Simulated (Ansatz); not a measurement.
Species: CH3BrGe, charge 0, singlet. A triplet may lie lower; no result for it is given here. CH3BrGe (SMILES [CH3][Ge][Br]).
B3LYP-D3(BJ)/def2-TZVP minimum from Ansatz (a first-principles code):
```xyz
6

Ge     0.1054     0.5985     0.9157
Br    -0.2048    -1.1101    -0.7187
C      0.4036     2.0983    -0.3766
H      0.5777     3.0377     0.1508
H     -0.4672     2.2021    -1.0287
H      1.2634     1.8722    -1.0122
```
Charge 0, spin multiplicity 1.

Hartree-Fock and CCSD(T) correlation energies in hartree (Ansatz). Open shells are spin-unrestricted; no spin-orbit coupling. Correlated methods leave the cores frozen (noble-gas shells, and filled d and f shells in the p block). No relativity. Spin-orbit terms, left out, reach several kcal/mol for Br and I, and more for heavier atoms. The restricted determinant of CH3BrGe ([CH3][Ge][Br], singlet) is unstable towards broken spin symmetry in at least one set run.

| basis | X | E(HF) | E(corr, CCSD(T)) |
|---|---|---|---|
| cc-pVTZ | 3 | -4687.53206 | -0.48864 |
| cc-pVQZ | 4 | -4687.54059 | -0.52327 |
| cc-pV5Z | 5 | -4687.54192 | withheld |

Fit E(corr) = E∞ + A/X³ to X = 3 and 4, predict X = 5, and compare with the run.

A = (-0.48864 - (-0.52327))/(1/27 - 1/64) = 1.6173; E∞ = -0.52327 - A/64 = -0.54854; at X = 5, E∞ + A/125 = -0.53560. The run gave -0.53503, 0.57 mEh above the prediction. The same form on X = 4 and 5 gives E∞ = -0.54737, 1.17 mEh above the first estimate.
